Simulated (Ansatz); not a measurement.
# Molecular dynamics of H7N3Si

Input file:

```yaml
crystal:
  periodic: [false, false, false]
  atoms:
    - { symbol: Si, position_ang: [-0.267073, 0.057818, 0.373937] }
    - { symbol: H, position_ang: [0.907052, 0.035108, 1.541556] }
    - { symbol: "N", position_ang: [1.667477, -0.040621, 0.35403] }
    - { symbol: H, position_ang: [2.157086, -0.914592, 0.155152] }
    - { symbol: H, position_ang: [2.223228, 0.771969, 0.080163] }
    - { symbol: "N", position_ang: [-0.588939, 1.418856, -0.686413] }
    - { symbol: H, position_ang: [-1.402379, 1.305343, -1.284344] }
    - { symbol: H, position_ang: [-0.616928, 2.340215, -0.26305] }
    - { symbol: "N", position_ang: [-0.884148, -1.311764, -0.503467] }
    - { symbol: H, position_ang: [-1.078387, -2.172752, -0.009849] }
    - { symbol: H, position_ang: [-0.582288, -1.489579, -1.457414] }
basis:
  gaussian: { orbitals: "6-31G*" }
hamiltonian:
  xc: b3lyp
  dispersion: d4
md:
  timestep: 0.5
  n_steps: 200
  ensemble: nve
  temperature: 300.0
  initial_velocities: maxwell_boltzmann
  seed: 2071
```

Command:

```bash
$ ansatz run input.yaml --threads 1 --pin off --max-ram 2048MiB --backend cpu --events-out ev --progress --plain --runs-dir out
```

It starts at the highest image of a converged band. Of that band: Neighbouring images differ by up to 2.1 eV, so the band resolves the path poorly. A vibrational analysis at the climbing image gives 3 clearly imaginary modes (1534i, 131i, 92i cm⁻¹): a point of higher order, so a lower path passes nearby.

Output, in part (step lines, the closing report, with atoms numbered from 0):

```
md step     0: t =     0.00 fs  T =   300.0 K  F+E_penalty+E_count = -12460.85931956 eV  E_kin = 0.349002 eV  conserved = -12460.51031756 eV  (27 SCF iters)
[... lines left out ...]
Total energy: -12461.95133023 eV, -457.9682643719 hartree
Atom 0 at    -1.129279     0.085125     0.446068 Å, force     0.852961     0.638587    -0.099228 eV/Å
Atom 1 at     3.364998    -0.451966    -0.059938 Å, force     3.634280    -1.894288    -0.466567 eV/Å
Atom 2 at     2.581734     0.037685     0.135088 Å, force    -3.624994     1.263769     0.399764 eV/Å
Atom 3 at     2.209907     0.306027    -0.755979 Å, force    -0.621372    -0.162886    -0.664603 eV/Å
Atom 4 at     2.786320     0.925321     0.531776 Å, force     0.706742     0.750462     0.831113 eV/Å
Atom 5 at    -0.312586     1.282795    -0.552255 Å, force     0.248636     0.295473    -0.098855 eV/Å
Atom 6 at     0.104951     1.185210    -1.486874 Å, force    -0.231106    -0.228561     0.488830 eV/Å
Atom 7 at     0.097497     2.096127    -0.092062 Å, force    -0.424931    -0.052412    -0.134599 eV/Å
Atom 8 at    -0.716354    -1.358493    -0.408010 Å, force    -0.569395     0.243999    -0.474572 eV/Å
Atom 9 at    -1.360769    -2.084247    -0.134725 Å, force     0.031863    -0.698494    -0.289132 eV/Å
Atom 10 at    -0.448801    -1.409719    -1.398003 Å, force    -0.002684    -0.155649     0.507849 eV/Å
Dipole moment:     0.418949     0.112638    -0.616418 e Å
```

The steps, from the saved trajectory:

```csv
time (fs),T (K),potential energy less start (eV),conserved less start (meV/atom)
0,300,0.000,0.00
3,238,0.074,0.10
6,178,0.143,0.12
9,204,0.112,0.03
12,200,0.118,0.14
15,285,0.019,0.13
18,636,-0.390,0.02
21,729,-0.493,0.50
24,942,-0.749,-0.19
27,696,-0.458,0.20
30,1108,-0.948,-0.71
33,1177,-1.030,-0.85
36,760,-0.532,0.29
39,1251,-1.111,-0.48
42,1152,-0.993,-0.10
45,992,-0.803,0.18
48,1192,-1.039,-0.11
51,1168,-1.003,0.58
54,1371,-1.247,-0.10
57,1151,-0.989,0.10
60,1280,-1.143,-0.25
63,1178,-1.026,-0.33
66,812,-0.595,0.14
69,1070,-0.901,-0.46
72,867,-0.663,-0.21
75,641,-0.396,0.10
78,862,-0.656,-0.17
81,980,-0.791,0.01
84,942,-0.748,-0.07
87,939,-0.742,0.08
90,1127,-0.962,-0.03
93,1118,-0.954,-0.25
96,898,-0.694,0.20
99,1316,-1.187,-0.44
```

The run went to its last step. The conserved energy stayed within 0.85 meV per atom of its start (net change -0.11 meV per atom), so the integration is sound. The kinetic energy rose, since the run started high on the potential surface and went downhill. It ends in pieces (H3N + H4N2Si), so much of that is their flight and rotation, not heat. A run of 0.1 ps of so small a system gives no equilibrium averages. The orbitals stay closed-shell, which can raise the energy where a bond breaks towards radicals; this wasn't checked here.

Between its relaxed ends the band would form H2–N3 and break Si1–H2, Si1–N3. These pairs go: H2–N3 1.41 → 0.94 Å, Si1–H2 1.66 → 4.55 Å, Si1–N3 1.94 → 3.72 Å. In the last frame they stand as after the step (other bonds may differ from the relaxed reactants and products). It ends as H3N + H4N2Si. Pairs count as bonded within 1.25 times the sum of covalent radii (0.12 Å more for H–H).

Last frame:

```xyz
11
Properties=species:S:1:pos:R:3
Si -1.129 0.085 0.446
H 3.365 -0.452 -0.060
N 2.582 0.038 0.135
H 2.210 0.306 -0.756
H 2.786 0.925 0.532
N -0.313 1.283 -0.552
H 0.105 1.185 -1.487
H 0.098 2.096 -0.092
N -0.716 -1.359 -0.408
H -1.361 -2.084 -0.135
H -0.449 -1.410 -1.398
```

The run took 8.9 min on 1 thread of Arm Neoverse V2, on a shared host, peak memory 0.15 GiB.
